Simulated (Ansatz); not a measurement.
Program: Ansatz. Geometries: PBE0-D4/def2-TZVP. ΔE: electronic, gas phase. CCSD(T)/CBS is the MP2 limit (def2-TZVPP, def2-QZVPP) plus CCSD(T) − MP2 in def2-TZVPP, frozen cores. DFT in def2-TZVPP. Elements past krypton have def2 core potentials. For I, Sb outer-core shells are correlated without core-valence functions, which leaves a few kJ/mol of doubt a bond. One conformer a species, not always the lowest.

Consider the redistribution: `[OH][SbH][CH2][SiH3]` + `[SiH3][SiH2]I` → `[OH][SbH][SiH3]` + `[SiH3]C[SiH2]I`.

```
             level  ΔE (kcal/mol)
            PBE-D4           -8.5
SCS-MP2/def2-TZVPP           -8.6
SCS-MP2/def2-QZVPP           -9.0
     MP2/CBS(def2)           -9.4
```

**Question.** What does CCSD(T)/CBS give? (Estimate.)

**Answer.** The calculation gave: -8.6 kcal/mol. The listed levels differ from it by 0.1, 0.0, -0.4, -0.8 kcal/mol.

Largest T1 diagnostic among the species: 0.014.

In def2-TZVPP, CCSD(T) changes the Hartree–Fock value by +2.8 kcal/mol (the triples alone add +0.4 kcal/mol) and MP2 by +1.9 kcal/mol. The D4 term adds +0.9 kcal/mol with B3LYP and +0.4 kcal/mol with PBE0; it sums over pairs of atoms, weighted by their polarisabilities, and B3LYP, whose exchange is more repulsive, gets the larger term.

B3LYP here is the variant with VWN-RPA as its local correlation; programs differ in this.
